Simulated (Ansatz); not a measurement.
A single Be atom.

full CI (lowest root of this spin) on singlet Be was run in several spherical basis sets with Ansatz (development build ahead of 0.2.0). Frozen core: 0 orbitals.

Q: Rank the basis sets by the total energy that they give, lowest first, with the distance from the lowest.
A. cc-pVDZ
B. STO-3G
C. 6-31G

A: A (0.00 eV), C (0.11 eV), B (5.82 eV).

Totals follow the description of the cores as much as that of the bonds, so this order isn't one of quality for chemistry.
